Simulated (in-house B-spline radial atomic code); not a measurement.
**RPA and G0W0 on r2SCAN: Ga2+**

Configuration [Ar] 3d10 4s1, highest spin, mean-field start r2SCAN. Computed with an all-electron radial atomic-structure program (B-spline basis): all electrons, non-relativistic, point nucleus, each spin shell either full or empty, empty states to l = 9 with an (l + 1/2)⁻⁴ tail; G0W0 by contour deformation at full frequency.

Command:
```bash
python run_gw.py task.json out
```
Settings (radii: box in bohr, nucleus in fm):
```
Z                        31
electrons                29
configuration            [Ar] 3d10 4s1
hamiltonian              nr
method                   r2scan
lmax                     9
spin_polarised           True
box_radius               17.55
intervals                52
ion_configuration        [Ar] 3d10
```

Time taken, with all properties: 5.5 s on 1 thread of Arm Neoverse N1, on a shared host.

Energies (hartree):

```json
{"term": "mean-field total", "value": "-1923.87375"}
{"term": "Hartree-Fock functional on these orbitals", "value": "-1922.36347"}
{"term": "direct second order", "value": "-2.5913"}
{"term": "second-order exchange", "value": "0.75043"}
{"term": "SOSEX correction", "value": "0.67386"}
```

Task: What is the RPA correlation energy, and what remains with SOSEX?

Result: RPA gives -2.162 hartree (-2.03 eV per electron); RPA + SOSEX gives -1.4881, and the second-order doubles -1.8409 hartree (no singles). RPA lacks exchange-type terms and so overcorrelates at short range.

Quasi-particle levels (eV):

```
  level  occupied  mean field  Σx - vxc     Σc  QP weight     G0W0
  4s up       yes     -26.600     -2.94      ?          ?        ?
3d down       yes      -40.19    -12.90   3.65      0.874   -49.44
4s down        no     -23.839      6.00  -2.42      0.933  -20.251
```

G0W0 = mean field + (Σx - vxc) + Σc, with Σc (partial-wave tail included) taken at the quasi-particle energy. Only the outer levels were computed. Levels of low weight are left out.

Task: Where does G0W0 put 4s up?

Result: At -31.06 eV, with Σc = -1.52 eV and a quasi-particle weight of 0.958. The tabulated removal energy is 30.726 eV (NIST, measured); the calculation leaves out relativity, Breit and QED terms, and what these don't explain is the method's own error.

Task: What does it cost to remove one electron (to [Ar] 3d10) by differences of total energies, each species on its own start (correlation terms add to the Hartree-Fock functional)?

Result: r2SCAN 30.80 eV, Hartree-Fock functional 29.037 eV, + RPA 30.82 eV, + RPA + SOSEX 30.08 eV, + second order 30.82 eV. Tabulated: 30.726 eV (NIST, measured); the calculation leaves out relativity, Breit and QED terms, and what these don't explain is the method's own error.
